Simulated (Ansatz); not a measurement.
`[OH][Zr]([OH])([OH])[F]`, relaxed with RKS PBE0-D4/def2-TZVP in the Gaussian-basis code of Ansatz from a GFN2-xTB geometry. The force threshold is 0.005 eV/Å; the program also tests the step.

Charge 0, multiplicity 1. Zr: def2 effective core potential.

Start:

```xyz
8

O    -1.007    1.155    0.701
Zr    0.256    0.125   -0.240
O     1.565   -0.572    0.911
O    -0.713   -1.307   -0.966
F     0.898    1.386   -1.481
H    -0.954    2.113    0.564
H     1.611   -1.428    1.354
H    -1.656   -1.471   -0.843
```

Task: By how much does the energy fall, and how many steps does the optimiser take? (Estimate.)

Result: The calculation gave: 52.26 kJ/mol, in 8 steps.

Task: Which bonds change most? (Estimate.)

Result: The calculation gave: Zr2–O4 from 1.875 to 1.920 Å; Zr2–O3 from 1.877 to 1.920 Å; Zr2–F5 from 1.881 to 1.921 Å; O1–Zr2 from 1.882 to 1.920 Å.

Task: Give the relaxed structure. (Estimate.)

Result: The calculation gave: 
```xyz
8

O    -0.821    1.530    0.594
Zr    0.195    0.159   -0.287
O     1.447   -0.634    0.934
O    -0.976   -1.181   -1.007
F     1.173    0.958   -1.734
H    -1.253    2.118    1.205
H     1.932   -1.191    1.534
H    -1.697   -1.758   -1.238
```
